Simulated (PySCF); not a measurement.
Cd(OH)(OMe) (CH₄CdO₂), SMILES [O]([Cd][OH])C.

Geometry: PBE-D3(BJ)/def2-SVP. The structure was generated by enumeration; whether it is a known compound was not checked. The def2 effective core potentials stand for the cores of Cd; spin–orbit coupling is left out. Other conformers were not sampled.

Method: PBE-D3(BJ)/def2-SVP run with PySCF.

Frequencies are harmonic and unscaled.

| mode | ν (cm⁻¹) | IR (km/mol) | moving atoms (share of kinetic energy) |
|---|---|---|---|
| 1 | 88 | 27.2 | O 54 %, H 16 %, Cd 15 %, C 15 % |
| 2 | 106 | 2.7 | H 51 %, O 32 %, Cd 13 % |
| 3 | 128 | 52.9 | H 80 %, O 8 % |
| 4 | 164 | 12.9 | H 49 %, O 41 %, Cd 9 % |
| 5 | 234 | 5.2 | O 35 %, C 32 %, H 19 %, Cd 14 % |
| 6 | 485 | 3.7 | O 85 % |
| 7 | 606 | 72.7 | O 74 %, Cd 22 % |
| 8 | 821 | 64.2 | H 93 % |
| 9 | 1086 | 184.1 | O 50 %, C 45 % |
| 10 | 1128 | 0.1 | H 77 %, C 19 % |
| 11 | 1143 | 1.5 | H 73 %, C 20 % |
| 12 | 1411 | 1.0 | H 96 % |
| 13 | 1415 | 16.7 | H 93 % |
| 14 | 1431 | 53.4 | H 92 % |
| 15 | 2867 | 153.5 | H 97 % |
| 16 | 2921 | 69.4 | H 90 %, C 10 % |
| 17 | 2968 | 40.9 | H 91 %, C 9 % |
| 18 | 3698 | 38.2 | H 94 % |
